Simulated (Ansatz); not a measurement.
Input file for C₆H₁₀FNO₂Zr, SMILES `C[O][Zr]1234([NH2])([OH])[C@@H]5[C@H]1[C@H]2[C@@]3(F)[C@@H]54`:

```yaml
crystal:
  periodic: [false, false, false]
  atoms:
    - {symbol: C, position_ang: [0.074869, -2.808363, 1.369592]}
    - {symbol: O, position_ang: [-0.446739, -1.573724, 1.029826]}
    - {symbol: Zr, position_ang: [-0.719577, 0.177126, 0.266618]}
    - {symbol: N, position_ang: [-2.176237, -0.044442, -1.163443]}
    - {symbol: O, position_ang: [-1.511502, 1.198962, 1.720283]}
    - {symbol: C, position_ang: [0.862721, 0.439507, -1.685692]}
    - {symbol: C, position_ang: [0.376467, 1.732166, -1.404627]}
    - {symbol: C, position_ang: [0.873547, 2.132351, -0.143133]}
    - {symbol: C, position_ang: [1.673738, 1.076402, 0.321100]}
    - {symbol: F, position_ang: [2.332774, 1.072436, 1.478338]}
    - {symbol: C, position_ang: [1.669524, 0.019735, -0.602785]}
    - {symbol: H, position_ang: [-0.056338, -3.001485, 2.440595]}
    - {symbol: H, position_ang: [1.148657, -2.864140, 1.146660]}
    - {symbol: H, position_ang: [-0.427610, -3.609512, 0.814361]}
    - {symbol: H, position_ang: [-2.160676, 0.180957, -2.145299]}
    - {symbol: H, position_ang: [-3.081974, -0.434600, -0.936144]}
    - {symbol: H, position_ang: [-1.675727, 1.992991, 2.219106]}
    - {symbol: H, position_ang: [0.646677, -0.144196, -2.567542]}
    - {symbol: H, position_ang: [-0.278843, 2.316090, -2.032836]}
    - {symbol: H, position_ang: [0.689038, 3.062679, 0.370700]}
    - {symbol: H, position_ang: [2.187202, -0.920941, -0.495686]}
basis:
  gaussian: {orbitals: def2-SVP}
correlation: {method: ccsd_t}
```

```sh
$ ansatz run in.yaml --threads 4 --pin off --events-out ev --progress --plain --max-ram 46080MiB --backend cuda --devices 0, --max-vram 37GiB
```

Output of Ansatz, abridged:

```
Functional definition: HF
  name "HF"
  cite "Fock, Z. Phys. 61, 126 (1930) doi:10.1007/BF01340294"
  parent pbe
  exchange = exact_x
  correlation = 0
2250 factors; integrals over basis functions are off by at most 1.5e-3 eV
mean field evaluation 1: about -15852.0185 eV, gradient 6.7e1 eV
mean field evaluation 2: about -15852.3166 eV, gradient 6.7e1 eV
mean field evaluation 4: about -15861.8447 eV, gradient 6.2e0 eV
mean field evaluation 8: about -15861.9794 eV, gradient 5.2e-1 eV
mean field -15861.98025299 eV, -582.9170226611 hartree, gradient 1.7e-6 eV, S^2 0.000000; 0 other end points of the search recorded, 0 dependent functions left out
10 core orbitals not correlated: weight in the atoms' cores, before any rotation towards them, 1.000 or more for the frozen orbitals, at most 0.000 for the correlated occupied ones
reference -15861.98025299 eV, -582.9170226611 hartree; 35, 35 occupied and 176, 176 virtual orbitals, 2250 factors
second order -49.05527653 eV of doubles, -0.00000000 eV of singles
cycle   1  -48.69573584 eV  change    3.6e-1 eV  update   2.0e-1
cycle   2  -49.94016073 eV  change    -1.2e0 eV  update   7.0e-2
cycle   3  -50.33103963 eV  change   -3.9e-1 eV  update   3.5e-2
cycle   4  -50.33673593 eV  change   -5.7e-3 eV  update   1.0e-2
cycle   5  -50.32515874 eV  change    1.2e-2 eV  update   4.3e-3
cycle   6  -50.32641854 eV  change   -1.3e-3 eV  update   1.5e-3
cycle   7  -50.32613084 eV  change    2.9e-4 eV  update   5.7e-4
cycle   8  -50.32561117 eV  change    5.2e-4 eV  update   2.2e-4
cycle   9  -50.32566443 eV  change   -5.3e-5 eV  update   7.5e-5
cycle  10  -50.32575412 eV  change   -9.0e-5 eV  update   3.5e-5
cycle  11  -50.32569230 eV  change    6.2e-5 eV  update   1.4e-5
perturbative correction -1.81782481 eV, -0.0668038296 hartree
Total energy: -15914.12377010 eV, -584.8332615706 hartree
```

It took 5 s on 4 threads of an AMD EPYC 7R13 on a shared host and a share of an NVIDIA H100 80 GB, with 0.86 GiB of host memory at the peak.

MP2 recovers 94.1 % of the CCSD(T) correlation energy and the triples give 3.5 %; T1 = 0.0151.
